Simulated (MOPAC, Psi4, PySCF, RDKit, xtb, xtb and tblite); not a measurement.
Torsional profile of SMILES F[SiH2][SeH], singlet. Scanned: dihedral F1–Si2–Se3–H6; all other coordinates were relaxed at B3LYP-D3(BJ)/def2-SVP. Points at φ and −φ are mirror images.

Geometry of the scan point at 180° (Å):
```
6

F     -1.6850     1.0840    -0.0629
Si    -0.5484    -0.0752     0.0217
Se     1.4555     1.0310    -0.0533
H     -0.7244    -0.8170     1.2971
H     -0.7218    -0.9887    -1.1371
H      2.1980    -0.2439     0.0387
```

Levels of theory: GFN2-xTB, on its own relaxed geometries (the stored frames are those of B3LYP-D3(BJ)/def2-SVP) (xtb and tblite); PBE/def2-TZVP // B3LYP-D3(BJ)/def2-SVP (Psi4); PBE-D3(BJ)/def2-TZVP // B3LYP-D3(BJ)/def2-SVP (Psi4); M06-2X/def2-TZVP // B3LYP-D3(BJ)/def2-SVP (Psi4); MP2/cc-pVTZ = DF-MP2 (frozen core)/cc-pVTZ // B3LYP-D3(BJ)/def2-SVP (Psi4); HF/cc-pVTZ // B3LYP-D3(BJ)/def2-SVP (Psi4); UFF // B3LYP-D3(BJ)/def2-SVP (RDKit); PM3, restricted, heats of formation // B3LYP-D3(BJ)/def2-SVP (MOPAC); PM7, restricted, heats of formation // B3LYP-D3(BJ)/def2-SVP (MOPAC); GFN1-xTB // B3LYP-D3(BJ)/def2-SVP (xtb); RKS-B3LYP/6-31G* = restricted B3LYP/6-31G*, spherical d // B3LYP-D3(BJ)/def2-SVP run with PySCF; RKS-BP86/6-31G* = restricted BP86/6-31G*, spherical d // B3LYP-D3(BJ)/def2-SVP run with PySCF; RMP2/3-21G = restricted MP2 (frozen core)/3-21G // B3LYP-D3(BJ)/def2-SVP (PySCF 2.14.0); RHF/6-31G* = PySCF with restricted Hartree-Fock/6-31G*, spherical d // B3LYP-D3(BJ)/def2-SVP.

Least-squares fit of E(φ) = a0 + Σ (a_n cos nφ + b_n sin nφ), n = 1 to 4, to the 12 scan points, in kJ/mol above the lowest point of each profile (levels whose profile four harmonics don't fit are not listed):

| method | a0 | a1 | b1 | a2 | b2 | a3 | b3 | a4 | b4 | rms of fit |
|---|---|---|---|---|---|---|---|---|---|---|
| GFN2-xTB | 0.99 | -0.47 | 0.00 | -0.86 | 0.00 | 0.53 | 0.00 | -0.08 | 0.00 | 0.01 |
| PBE/def2-TZVP | 5.26 | -0.26 | 0.00 | 5.33 | 0.00 | 1.58 | 0.00 | 0.10 | 0.00 | 0.03 |
| PBE-D3(BJ)/def2-TZVP | 5.25 | -0.28 | 0.00 | 5.32 | 0.00 | 1.57 | 0.00 | 0.10 | 0.00 | 0.03 |
| M06-2X/def2-TZVP | 4.28 | -0.28 | 0.00 | 4.29 | 0.00 | 1.49 | 0.00 | 0.02 | 0.00 | 0.02 |
| MP2/cc-pVTZ | 4.52 | -0.38 | 0.00 | 4.52 | 0.00 | 1.67 | 0.00 | 0.02 | 0.00 | 0.02 |
| HF/cc-pVTZ | 3.49 | 0.06 | 0.00 | 3.46 | 0.00 | 1.81 | 0.00 | -0.03 | 0.00 | 0.02 |
| UFF | 0.93 | -0.15 | 0.00 | -0.06 | 0.00 | 0.89 | 0.00 | 0.13 | 0.00 | 0.08 |
| PM3 | 1.81 | -1.65 | 0.00 | 0.97 | 0.00 | 0.50 | 0.00 | -0.06 | 0.00 | 0.04 |
| PM7 | 5.34 | -4.19 | 0.00 | 3.00 | 0.00 | 1.77 | 0.00 | 0.13 | 0.00 | 0.09 |
| GFN1-xTB | 4.61 | 0.55 | 0.00 | -1.95 | 0.00 | 1.96 | 0.00 | -0.11 | 0.00 | 0.05 |
| RKS-B3LYP/6-31G* | 5.10 | -1.01 | 0.00 | 5.19 | 0.00 | 1.90 | 0.00 | 0.14 | 0.00 | 0.05 |
| RKS-BP86/6-31G* | 5.61 | -1.11 | 0.00 | 5.76 | 0.00 | 1.93 | 0.00 | 0.20 | 0.00 | 0.05 |
| RMP2/3-21G | 5.67 | -1.96 | 0.00 | 5.55 | 0.00 | 1.88 | 0.00 | -0.02 | 0.00 | 0.07 |
| RHF/6-31G* | 3.99 | -0.48 | 0.00 | 3.71 | 0.00 | 1.93 | 0.00 | 0.02 | 0.00 | 0.04 |
